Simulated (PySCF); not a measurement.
# Peak assignment

Molfile (atoms numbered from 1):
```
C7H16B2
     RDKit          3D

 25 25  0  0  0  0  0  0  0  0999 V2000
   -2.4781   -0.9742   -0.8486 C   0  0  0  0  0  0  0  0  0  0  0  0
   -1.8072   -0.5292    0.5049 B   0  0  0  0  0  0  0  0  0  0  0  0
   -2.6610   -0.3763    1.8166 C   0  0  0  0  0  0  0  0  0  0  0  0
   -0.2618   -0.2132    0.5594 C   0  0  1  0  0  0  0  0  0  0  0  0
    0.3669   -1.5718    0.9714 C   0  0  0  0  0  0  0  0  0  0  0  0
    1.9153   -1.6859    0.7673 B   0  0  0  0  0  0  0  0  0  0  0  0
    2.6505   -0.7108   -0.2060 C   0  0  0  0  0  0  0  0  0  0  0  0
    1.8917    0.5712   -0.5501 C   0  0  0  0  0  0  0  0  0  0  0  0
    0.3926    0.3339   -0.7106 C   0  0  0  0  0  0  0  0  0  0  0  0
   -3.4469   -1.4830   -0.7369 H   0  0  0  0  0  0  0  0  0  0  0  0
   -2.6617   -0.0489   -1.4290 H   0  0  0  0  0  0  0  0  0  0  0  0
   -1.8195   -1.5874   -1.4843 H   0  0  0  0  0  0  0  0  0  0  0  0
   -3.5387   -1.0372    1.8798 H   0  0  0  0  0  0  0  0  0  0  0  0
   -3.0553    0.6596    1.7852 H   0  0  0  0  0  0  0  0  0  0  0  0
   -2.0754   -0.4469    2.7465 H   0  0  0  0  0  0  0  0  0  0  0  0
   -0.0547    0.4952    1.3839 H   0  0  0  0  0  0  0  0  0  0  0  0
   -0.0141   -2.3922    0.3180 H   0  0  0  0  0  0  0  0  0  0  0  0
    0.0625   -1.8877    1.9839 H   0  0  0  0  0  0  0  0  0  0  0  0
    2.5175   -2.6115    1.2755 H   0  0  0  0  0  0  0  0  0  0  0  0
    3.6971   -0.5229    0.0860 H   0  0  0  0  0  0  0  0  0  0  0  0
    2.7449   -1.3495   -1.1149 H   0  0  0  0  0  0  0  0  0  0  0  0
    2.0445    1.3095    0.2575 H   0  0  0  0  0  0  0  0  0  0  0  0
    2.3023    1.0371   -1.4617 H   0  0  0  0  0  0  0  0  0  0  0  0
    0.2214   -0.3664   -1.5495 H   0  0  0  0  0  0  0  0  0  0  0  0
   -0.0988    1.2765   -1.0056 H   0  0  0  0  0  0  0  0  0  0  0  0
  1  2  1  0
  2  3  1  0
  2  4  1  0
  4  5  1  0
  5  6  1  0
  6  7  1  0
  7  8  1  0
  8  9  1  0
  9  4  1  0
  1 10  1  0
  1 11  1  0
  1 12  1  0
  3 13  1  0
  3 14  1  0
  3 15  1  0
  4 16  1  1
  5 17  1  0
  5 18  1  0
  6 19  1  0
  7 20  1  0
  7 21  1  0
  8 22  1  0
  8 23  1  0
  9 24  1  0
  9 25  1  0
M  END
```

PySCF calculation with PBE0/pcSseg-1 with gauge-including orbitals and geometry: PBE0-D3(BJ)/def2-SVP; non-relativistic Hamiltonian, equivalent nuclei averaged, one computed conformer, no solvent.

δ = σ(ref) − σ, references computed at the same level: TMS for 13C (σref 184.41) and 1H (σref 31.27).

**Question.** Assign these signals to the numbered atoms. 13C{1H} NMR (computed): δ 34.6, 30.8, 29.7, 25.1, 24.9, 12.9.

**Answer.** 
| δ (ppm) | atoms | environment | reason |
| --- | --- | --- | --- |
| 34.6 | C4 | sp3 CH bonded to B | – |
| 30.8 | C7 | sp3 CH2 bonded to B | – |
| 29.7 | C9 | sp3 CH2 in a ring | saturated and bonded to C and H only |
| 25.1 | C5 | sp3 CH2 bonded to B | – |
| 24.9 | C8 | sp3 CH2 in a ring | saturated and bonded to C and H only |
| 12.9 | C1/C3 | methyl carbon bonded to B | – |

C7 and C9; C5 and C8 lie closer than the usual error of such a calculation, so a measured spectrum could show them in the other order.

**Question.** Assign these signals to the numbered atoms. 1H NMR (600 MHz, computed): δ 7.67 (br, 1H), 2.16 (m, 1H), 1.76 (m, 1H), 1.53 (m, 1H), 1.47 (m, 1H), 1.37 (m, 1H), 1.32 (m, 1H), 1.29 (m, 1H), 0.82 (s, 6H), 0.76 (m, 1H), 0.09 (m, 1H).

**Answer.** 
| δ (ppm) | atoms | environment | reason |
| --- | --- | --- | --- |
| 7.67 | H19 | hydrogen on a boron bonded to 2 C, in a 6-membered ring | – |
| 2.16 | H20 | hydrogen on an sp3 CH2 bonded to B | – |
| 1.76 | H23 | hydrogen on an sp3 CH2 in a ring | – |
| 1.53 | H18 | hydrogen on an sp3 CH2 bonded to B | – |
| 1.47 | H25 | hydrogen on an sp3 CH2 in a ring | – |
| 1.37 | H22 | hydrogen on an sp3 CH2 in a ring | – |
| 1.32 | H16 | hydrogen on an sp3 CH bonded to B | – |
| 1.29 | H24 | hydrogen on an sp3 CH2 in a ring | – |
| 0.82 | H10/H11/H12/H13/H14/H15 | hydrogen on a methyl carbon bonded to B | – |
| 0.76 | H21 | hydrogen on an sp3 CH2 bonded to B | – |
| 0.09 | H17 | hydrogen on an sp3 CH2 bonded to B | – |

H18 and H25; H25 and H22; H22 and H16; H16 and H24; H10/H11/H12/H13/H14/H15 and H21 lie closer than the usual error of such a calculation, so a measured spectrum could show them in the other order.

Hydrogens on boron are broadened and split by 11B (spin 3/2, 80 %) and 10B (spin 3). A carbon bonded to boron is broadened by the quadrupolar boron nucleus and is often missing from a measured spectrum. Shifts are as computed. Against solution values, carbons near 30 ppm lie about +2 ppm off and those near 130 ppm about +5 ppm. Of 1313 compounds with measured shifts, 239 miss one by over three times the rms of a fit or turn the order of signals round; such compounds aren't used in these exercises. No couplings were computed; multiplicities are counted from neighbouring protons, with m where these are inequivalent, close in shift, in a saturated or five-membered ring or joined by F or P, and br s for small geminal =CH2 splittings.
